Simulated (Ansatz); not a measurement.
Molecule: BaCl$_{2}$, net charge 0, singlet state. 
Structure (B3LYP-D3(BJ)/def2-TZVP (Ansatz, an electronic-structure program) minimum search):
SMILES: [Cl][Ba][Cl]
```xyz
3

Ba     0.3181    -0.1598     0.2899
Cl     1.2199     0.6922    -2.1545
Cl    -2.2679    -0.1657     1.1994
```

Parts of the frozen-core correlation energy in def2-QZVPP (Ansatz, hartree). Frozen orbitals: 14; correlated occupied orbitals by spin: 8 and 8; virtual: 178 and 178. No spin-orbit coupling. In def2 rows, elements after Kr have scalar-relativistic effective core potentials.

```json
[
 {"term": "reference (HF)", "value": "-944.36555"},
 {"term": "MP2 opposite-spin", "value": "(withheld)"},
 {"term": "MP2 same-spin", "value": "-0.10747"},
 {"term": "CCSD correlation", "value": "(withheld)"},
 {"term": "(T)", "value": "(withheld)"},
 {"term": "T1 diagnostic", "value": "0.005"},
 {"term": "largest doubles amplitude", "value": "0.014"}
]
```

Question: Complete the blanks.

Answer: 
- MP2 opposite-spin, value: -0.34066
- CCSD correlation, value: -0.47785
- (T), value: -0.02115
